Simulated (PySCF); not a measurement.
Where the electron goes

CH7NO2Si.
Cartesian coordinates in Å at the PBE0-D3(BJ)/def2-SVP level; atoms count from 1:
```xyz
12
CH7NO2Si angstrom
C      1.8947   -0.1059   -0.1065
N      0.5735    0.4483    0.0611
Si    -0.9111   -0.3874   -0.1035
O     -1.8291    0.2476   -1.3291
O     -1.9138   -0.2401    1.2206
H      2.4188    0.2935   -0.9935
H      2.5436    0.0702    0.7706
H      1.8270   -1.1964   -0.2407
H      0.5500    1.4618    0.0985
H     -0.5377   -1.8070   -0.3527
H     -2.7665    0.3199   -1.1250
H     -1.4990   -0.3722    2.0773
```

Computed, not measured: TDDFT wB97X-D/def2-SVPD, vertical, gas phase, core orbitals frozen in the response in PySCF.

Kohn–Sham orbitals with the atoms that hold most of them (Löwdin shares over 4%, at most four atoms; ? is withheld):

| orbital | ε (eV) | atoms |
| --- | --- | --- |
| HOMO-3 | -12.01 | O5 32%, C1 15%, O4 14%, N2 11% |
| HOMO-2 | -11.25 | O4 45%, O5 41%, Si3 6% |
| HOMO-1 | -10.75 | ? |
| HOMO | -8.95 | N2 59%, C1 14%, Si3 6%, H6 5% |
| LUMO | 1.94 | ? |
| LUMO+1 | 2.53 | C1 25%, O4 13%, O5 10%, H7 10% |
| LUMO+2 | 2.71 | O5 26%, O4 14%, Si3 10%, C1 9% |

Problem. Which atoms hold the LUMO, and with what shares?

Solution. Si3 (bonded to N, 2 O and H) 37%; O5 (bonded to Si and H) 20%; O4 (bonded to Si and H) 13%; H12 (bonded to O) 10%. By element: silicon 37%, oxygen 33%, hydrogen 10% or more.

Problem. Give the leading atoms of the HOMO-1.

Solution. O4 (bonded to Si and H) 25%; O5 (bonded to Si and H) 22%; H10 (bonded to Si) 21%; Si3 (bonded to N, 2 O and H) 20%. By element: oxygen 47%, hydrogen 21% or more, silicon 20%.

Problem. The HOMO–LUMO gap is 10.89 eV. Where does the response calculation put the lowest singlet, and from which orbitals?

Solution. S1 is at 6.67 eV (f = 0.011), 4.22 eV below the gap, made of HOMO→LUMO (51%), HOMO→LUMO+1 (31%), HOMO→LUMO+3 (9%). Without the coupling terms of the response equations the lowest excitation would equal the gap.

Next come S2 at 7.25 eV (f 0.026), HOMO→LUMO+1 (40%), HOMO→LUMO (34%), HOMO→LUMO+2 (17%); S3 at 7.57 eV (f 0.052), HOMO→LUMO+2 (52%), HOMO→LUMO+1 (19%), HOMO→LUMO+3 (12%); S4 at 7.88 eV (f 0.013), HOMO→LUMO+3 (64%), HOMO→LUMO+2 (13%); S5 at 8.26 eV (f 0.028), HOMO-1→LUMO (51%), HOMO-2→LUMO (23%), HOMO-1→LUMO+2 (10%).

Löwdin shares depend on the basis, the more so with diffuse functions.

On one thread of an Arm Neoverse V1, no GPU, on a shared host, this took 39 s.

One conformer stands for the species.
